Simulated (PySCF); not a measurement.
Computed shifts of a molecule C4H8O2, PySCF with PBE/pcSseg-1, GIAO, gas phase, equivalent atoms averaged, in ppm (number of nuclei): ¹³C: 66.3 (1), 63.6 (1), 28.6 (1), 23.3 (1). ¹H: 3.75 (1), 1.80 (3), 1.29 (1), 0.55 (1), 0.54 (1), 0.43 (1). References: ¹³C against TMS (σ = 182.0 ppm); ¹⁷O against H2O (σ = 334.3 ppm); ¹H against TMS (σ = 31.49 ppm), references at their B3LYP-D3(BJ)/def2-TZVP geometries, non-relativistic. Coordinates come from a ωB97X-D3(BJ)/def2-SVP optimisation. The values are those of a single conformer.

Q: Which molecule gave these data?
A. C=C(OC)OC
B. CCC1OCO1
C. CC1OCCO1
D. C[C@]1(O)C[C@@H]1O

A: D, C[C@]1(O)C[C@@H]1O
